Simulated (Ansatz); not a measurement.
Stepwise reaction of `O[SiH](O)O` with hydrogen, as a gas-phase model of exchange steps in deposition or etching. ΔE in kJ/mol; ΔG adds harmonic PBE0-D4 terms to CCSD(T)/CBS, at 1 bar.

Computed with Ansatz on PBE0-D4/def2-TZVP structures; ΔE is electronic, products minus reactants. CCSD(T)/CBS adds triple-zeta CCSD(T) − MP2 to the extrapolated MP2 energy (def2 sets, frozen cores). This one scheme is used for every species. Functionals use def2-TZVPP. B3LYP here is the variant with VWN-RPA as its local correlation; programs differ in this. One conformer a species, not always the lowest.

```
step                              reaction  PBE-D4  B3LYP-D4  ωB97M-V  CCSD(T)/CBS  ΔG(400 K)
   1  `O[SiH](O)O` + H₂ → `O[SiH2]O` + H₂O    94.9     101.3    102.7         99.7      102.7
   2     `O[SiH2]O` + H₂ → `O[SiH3]` + H₂O    89.3      94.4     95.7         92.8       87.5
   3           `O[SiH3]` + H₂ → SiH₄ + H₂O    55.6      62.6     62.9         61.4       69.3
```

(1) By hand: ΔE of the 3 steps together at CCSD(T)/CBS.

Answers

(1) (99.7) + (92.8) + (61.4) = 253.9 kJ/mol, or 84.6 kJ/mol a step.

In ΔE each step is lower than the one before. All are uphill at CCSD(T)/CBS. ΔG lies between 69.3 and 102.7 kJ/mol a step. PBE-D4 differs from CCSD(T)/CBS by -5.8 to -3.5 kJ/mol a step. Isolated molecules leave out the surface, adducts and barriers. Largest T1 diagnostic: 0.011.
